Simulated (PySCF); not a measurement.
Compound: TMS, C₄H₁₂Si.
Atom-mapped SMILES: `[CH3:1][Si:2]([CH3:3])([CH3:4])[CH3:5]` (hydrogens: H6, H7, H8 on C1; H9, H10, H11 on C3; H12, H13, H14 on C4; H15, H16, H17 on C5)

Jobs on this species (17 atoms, 50 electrons) with PySCF (density fitting). Hardware of each: Intel Xeon at 2.30 GHz, one thread, on a shared host. Times come from a shared host and carry two figures at best. Peak memory is the resident size of the whole Python process, interpreter and libraries included.

| level and settings | work | basis functions | SCF cycles | wall time | peak memory |
| --- | --- | --- | --- | --- | --- |
| HCTH407/aug-pcSseg-1 | shieldings | 245 | ? | ? | ? |
| HF/IGLO-II | shieldings | 195 | ? | ? | ? |
| HSE06/aug-pcSseg-1 | shieldings | 245 | 12 | 56 s | 1.4 GiB |
| wB97X-D/aug-pcSseg-1 | shieldings | 245 | 11 | 38 s | 1.4 GiB |
| PBE/IGLO-II | shieldings | 195 | 13 | 20 s | 1.1 GiB |
| revPBE/aug-pcSseg-1 | shieldings | 245 | 12 | 38 s | 1.1 GiB |
| LDA/IGLO-II | shieldings | 195 | 12 | 15 s | 1.0 GiB |
| LC-wPBE/aug-pcSseg-1 | shieldings | 245 | 11 | 53 s | 1.4 GiB |
| OLYP/aug-pcSseg-1 | shieldings | 245 | 12 | 38 s | 1.1 GiB |

**Question.** Fill in the missing figures.

**Answer.** 
- HCTH407/aug-pcSseg-1; shieldings: 48 s, 1.1 GiB, 12 SCF cycles
- HF/IGLO-II; shieldings: 7.0 s, 1.1 GiB, 8 SCF cycles

**Question.** What do all jobs in the table cost together?

**Answer.** About 5.2 min; the longest takes about 18 % of that, and about 8 times as long as the shortest.
